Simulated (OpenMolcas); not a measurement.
Sm3+ with 8 ligands (fluoride) in cubic eightfold coordination (Oh) at 2.39 Å. A charge of +0.625 e stands 3.2 Å behind each ligand. Ligand basis ANO-RCC-VDZP.

```yaml
Program: OpenMolcas 26.06
Method: CASSCF
Basis: ANO-RCC-VTZP [8s7p5d3f2g1h]
Scalar_Hamiltonian: DKH2, point nucleus
Active_space: 5 electrons in 7 orbitals (4f)
State_averaging: 2S+1 = 6 odd, 21 roots; 2S+1 = 4 odd, 128 roots kept (CI in the orbitals of an earlier block, 108 in the spin-orbit step); 2S+1 = 2 odd, 130 roots kept (CI in the orbitals of an earlier block, 41 in the spin-orbit step)
Spin-orbit_coupling: state interaction with AMFI integrals over the reference wave functions
```

(1) What is the spin-free ground state (labels of O, the rotations of Oh)?

(2) Where is the first state of the same spin?

(3) What are the lowest two levels with spin-orbit coupling?

(4) What is χT at 300 K, and how does it compare with the textbook value?

Answers

(1) 6T2, 3-fold in its orbital part, 100 % from free-ion H terms; it has the highest spin that f5 allows.

(2) 6T1 at 274 cm-1 above the ground state.

(3) A 4-fold level Γ8, then a 2-fold level Γ7 99.4 cm-1 above it. Their leading multiplicities are 6 (97 %) and 6 (97 %).

(4) Hund's rules give f5 the level 6H5/2 with g = 0.286, so an isolated free-ion multiplet has χT = g² J(J+1) / 8 = 0.089 cm3 K/mol. The computed 0.308 at 300 K differs by +245 %, through the field's splitting, the mixing of terms and any other multiplet in reach.

High states are left out of the spin-orbit mixing, which shifts the levels that they would mix with. Without dynamic correlation the ligand-field splitting of an f shell can come out too small, at times by half. A group larger than the point group allows holds several states that coincide in this model. The first state left out of the spin-orbit step lies near 38000 cm-1 above the lowest spin-free state of the reference (among the parities and spins computed), and the lists stop at four fifths of that energy or lower. No measured value stands beside these numbers; the geometry was imposed, not optimised, and the real ion may take another.
